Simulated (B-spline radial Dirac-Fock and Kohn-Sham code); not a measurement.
**Ir⁷⁺: input and output of one calculation**

ΔSCF core binding energies without Breit or QED terms, calculated with a radial atomic solver. Keys: rel is the Hamiltonian (dirac, or spin-free x2c and nr, where L3 and M5 stand for the whole 2p and 3d shells), method is hf or an exchange,correlation pair (spin-unpolarised, also for the hole states), nuc the nuclear model, radius_factor scales its radius, rmax is the box in bohr, h the logarithmic mesh step, order the B-spline order, points the quadrature points per cell, c_factor scales the speed of light, and damp, ndamp, maxit and tol steer the iteration. The run stops when the commutator error falls below 10·tol·max(1, Z/10), or the numerical noise floor, and the energy has settled to about 1e-8 Ha; the virial ratio is −V/T.

Input (task.json):

```json
{"items": [{"Z": 77, "q": 7, "cfg": [[1, 0, 2], [2, 0, 2], [2, 1, 6], [3, 0, 2], [3, 1, 6], [3, 2, 10], [4, 0, 2], [4, 1, 6], [4, 2, 10], [4, 3, 14], [5, 0, 2], [5, 1, 6], [5, 2, 2]], "A": 193, "rrms": 5.4032, "do": "settings", "holes": ["K", "L3", "M5"],
  "settings": [{"rel": "dirac", "method": "hf", "nuc": "fermi", "radius_factor": 1.0, "rmax": 45.0, "h": 0.3, "order": 8, "points": 10, "c_factor": 1.0, "maxit": 78, "damp": 0.5, "ndamp": 3, "tol": 1e-14}]}]}
```

Command: `python xray2_run.py task.json out`

Ground-state iterations:

```
iter   energy (Ha)        error
   1   -17829.46013991  2.22e+00
   2   -17833.42870040  4.89e-01
   3   -17835.37885139  5.78e-02
   4   -17835.40729183  1.79e-02
   5   -17835.41039612  3.05e-03
   6   -17835.41048859  1.71e-03
   7   -17835.41050774  1.98e-04
   8   -17835.41050816  1.31e-05
   9   -17835.41050816  1.12e-06
  10   -17835.41050816  7.65e-08
```

The ground state converged in 10 iterations, with total energy -17835.41051 Ha, virial ratio 1.87820 and highest orbital energy -103.24 eV. ΔSCF binding energies: K (1s) 76625.2 eV, L3 (2p3/2) 11366.0 eV, M5 (3d5/2) 2161.9 eV.

One setting is outside the advised range (tolerance below the noise), but here it does no visible harm: the result matches the run with default settings.
